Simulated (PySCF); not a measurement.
Compound: TiCl4 (singlet state).
Structure used (PBE0-D3(BJ)/def2-SVP), in Å, numbered top down from 1:
```
atom  x, y, z in Å
Cl1    1.3237    1.0452   -1.2114
Ti2   -0.0914    0.0408    0.0653
Cl3   -1.2925   -1.2874   -1.1265
Cl4   -1.3732    1.4902    1.0120
Cl5    0.9565   -1.0810    1.5767
```

The calculation used PBE0-D3(BJ)/def2-SVP geometry optimisation, gas phase (PySCF 2.14.0).

Take the most abundant isotopes and a rigid rotor. 

Task: What are A, B and C (GHz)?

Result: Ia = 430.58, Ib = 432.16, Ic = 434.54 u·Å²; 505379 MHz·u·Å²/I gives 1174, 1169 and 1163 MHz, that is A = 1.1737, B = 1.1694, C = 1.1630 GHz.

Task: What kind of rotor is it?

Result: A spherical top, as the point group Td requires three equal moments; the computed ones differ by 0.91 % because the geometry is symmetric only within the optimiser's tolerance.

The point group Td allows no dipole (computed: 0.01 D), so a rigid rotor has no electric-dipole lines.

Task: Estimate the classical rotational partition function at 10 K, 200 K and 298.15 K.

Result: Point group Td, symmetry number σ = 12; q = (√π/σ)·√((kT/h)³/(ABC)), k/h = 20836.6 MHz/K: 352 at 10 K, 31400 at 200 K, 57200 at 298.15 K.

Not checked by PBE0-D3(BJ)/def2-SVP frequencies. These are rigid-rotor constants of the computed structure; measured ground-state constants (B0) also hold zero-point vibration.
